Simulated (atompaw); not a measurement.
# Before and after: PAW (atompaw) potential for boron

atompaw 4.2.0.5 input, output lines left out:

```
B 5
GGA-PBE scalarrelativistic loggrid 1500 logderivrange -3 5 201
2 2 0 0 0 0
2 1 1
0 0 0
c
v
v
1
3.00 3.00 2.65 2.15
y
2.05
n
y
0.75
n
custom polynom2 7 10 vanderbiltortho besselshape
2 -0.5 vpsmatchnc
3.00
1.20
3.00
3.00
```

Change: reference 2s2 2p0.

Cutoffs: the cutoffs (Ry, on a coarse ladder) from which the occupation-weighted sum of valence levels, in a spherical-Bessel basis at the reference potential, stays within 10 and 1 mRy of its value at 400 Ry; they do not see the model core or the augmentation charge, which bear on the density cutoff.

Task: What does the change do?

Result: The potential gets softer (8 Ry and 21 Ry → 6 Ry and 15 Ry); the range in which the s phases agree narrows (upper end 4.8 → 0.0); the range in which the p phases agree widens (upper end 1.4 → 3.1); neither file shows a bound ghost.

| quantity | base | changed |
| --- | --- | --- |
| cutoff, loose | 8 Ry | 6 Ry |
| cutoff, tight | 21 Ry | 15 Ry |
| bound ghosts | none | none |
| s: phases at 3.02 bohr within 0.05 rad from the reference energy up to (Ry; the scan ends near 5) | 4.8 | 0.0 |
| p: phases at 3.02 bohr within 0.05 rad from the reference energy up to (Ry; the scan ends near 5) | 1.4 | 3.1 |
| lowest overlap eigenvalue by channel | s 0.86, p 0.88 | s 0.86, p 0.88 |

 The cutoffs see the waves, projectors and local potential, not the compensation charge or the core.
